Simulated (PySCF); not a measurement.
Input file for PySCF: D3(BJ) and D4 dispersion corrections on C3H7N (a complex), monomers drawn apart or pushed together.

```python
from pyscf import gto
from pyscf.dispersion import dftd3, dftd4

mol = gto.M(
    atom='''
    C    -0.65061802    0.13229705    0.32227154
    N     0.47092817    0.11114744    0.08739268
    H    -1.69294343    0.15183990    0.54699430
    C    -0.73105736    0.02019277    3.46775412
    C     0.79303061   -0.01327319    3.52793865
    H    -1.12366368   -0.83578184    2.91374532
    H    -1.08738883    0.92970620    2.97827953
    H    -1.17278589   -0.00716682    4.46589211
    H     1.14774543   -0.92023682    4.02130843
    H     1.18397563    0.84013437    4.08533864
    H     1.22895488    0.01403575    2.52845688
    ''',
    basis='def2-svp',
    charge=0, spin=0, verbose=0, max_memory=1800)
d3, d4 = {}, {}
for xc in ['hf', 'pbe', 'blyp', 'revpbe', 'tpss', 'r2scan', 'b3lyp', 'pbe0', 'bhlyp', 'camb3lyp', 'b2plyp']:
    d3[xc] = float(dftd3.DFTD3Dispersion(mol, xc=xc, version='d3bj', atm=False).get_dispersion()['energy'])
    print(f'D3(BJ) {xc:10s} {d3[xc]:14.8f} Eh')
for xc in ['hf', 'pbe', 'blyp', 'revpbe', 'tpss', 'r2scan', 'b3lyp', 'pbe0', 'bhlyp', 'camb3lyp', 'b2plyp']:
    d4[xc] = float(dftd4.DFTD4Dispersion(mol, xc={'camb3lyp': 'cam-b3lyp'}.get(xc, xc), atm=True).get_dispersion()['energy'])
    print(f'D4     {xc:10s} {d4[xc]:14.8f} Eh')
```

Program output:

```
D3(BJ) hf            -0.04650562 Eh
D3(BJ) pbe           -0.00629639 Eh
D3(BJ) blyp          -0.01265052 Eh
D3(BJ) revpbe        -0.01613082 Eh
D3(BJ) tpss          -0.00775568 Eh
D3(BJ) r2scan        -0.00183475 Eh
D3(BJ) b3lyp         -0.01026330 Eh
D3(BJ) pbe0          -0.00532222 Eh
D3(BJ) bhlyp         -0.00764922 Eh
D3(BJ) camb3lyp      -0.00458713 Eh
D3(BJ) b2plyp        -0.00456995 Eh
D4     hf            -0.01889910 Eh
D4     pbe           -0.00521516 Eh
D4     blyp          -0.01143010 Eh
D4     revpbe        -0.01773381 Eh
D4     tpss          -0.00703286 Eh
D4     r2scan        -0.00143633 Eh
D4     b3lyp         -0.00816956 Eh
D4     pbe0          -0.00441736 Eh
D4     bhlyp         -0.00555565 Eh
D4     camb3lyp      -0.00440411 Eh
D4     b2plyp        -0.00367991 Eh
```

The run finished.

Cost: roughly 0.04 core-seconds.
